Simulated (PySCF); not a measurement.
V(CO)6, SMILES [C-](->[V](<-[C-]#[O+])(<-[C-]#[O+])(<-[C-]#[O+])(<-[C-]#[O+])<-[C-]#[O+])#[O+] (C6O6V), doublet, CAM-B3LYP/def2-SVP optimised geometry.

```
13

V      0.00     0.00     0.00
O      0.21     3.14    -0.01
C      0.13     2.00     0.00
O      0.21    -0.22     3.13
C      0.13    -0.14     2.00
O      3.14     0.01     0.01
C      2.01     0.00     0.00
O     -3.14    -0.01    -0.01
C     -2.01     0.00     0.00
O     -0.21     0.22    -3.13
C     -0.13     0.14    -2.00
O     -0.21    -3.14     0.01
C     -0.13    -2.00     0.00
```

Density from PySCF with unrestricted CAM-B3LYP/def2-TZVP at that geometry.

Minimum of the electron density along straight lines between bonded atoms, close to the bond critical point (lines longer than 1.1 times the sum of covalent radii, or with two minima, are not listed):

```tsv
bond	length / Å	ρ at the minimum / e bohr⁻³	∇²ρ there / e bohr⁻⁵	position (fraction from the first atom)
V1–C3	2.005	0.090	0.44	0.49
O2–C3	1.138	0.496	0.55	0.66
V1–C5	2.005	0.090	0.44	0.49
O4–C5	1.138	0.496	0.55	0.66
V1–C7	2.005	0.090	0.44	0.49
O6–C7	1.138	0.496	0.55	0.66
V1–C9	2.005	0.090	0.44	0.49
O8–C9	1.138	0.496	0.55	0.66
V1–C11	2.005	0.090	0.44	0.49
O10–C11	1.138	0.496	0.55	0.66
V1–C13	2.005	0.090	0.44	0.49
O12–C13	1.138	0.496	0.55	0.66
```
